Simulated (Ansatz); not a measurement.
`[NH2][Sc]([OH])[F]`. Charge 0, multiplicity 1.

```xyz
7

N    -0.057   -1.184   -0.839
Sc    0.454    0.271    0.399
O    -0.822    1.598    0.711
F     2.153    0.200    1.148
H     0.520   -1.971   -1.110
H    -0.943   -1.277   -1.318
H    -1.304    2.363    1.010
```

Problem. List the harmonic frequencies (cm⁻¹, unscaled) at PBE0-D4/def2-TZVP in Ansatz. (An estimate is asked.)

Solution. Ansatz gave: 100, 143, 155, 267, 373, 395, 450, 532, 617, 688, 747, 1545, 3546, 3636, 4003.

Problem. Is this a minimum?

Solution. Yes, all 15 modes are real.

Problem. Give the ideal-gas thermochemistry at 298.15 K and 1 bar (rigid rotor, harmonic oscillator; point group Cs, symmetry number 1).

Solution. Zero-point energy 102.9 kJ/mol; H(298) − E = 123.2 kJ/mol; entropy 336.9 J/(mol·K), of which translation 165.9, rotation 108.8, vibration 62.2; G(298) − E = 22.8 kJ/mol.
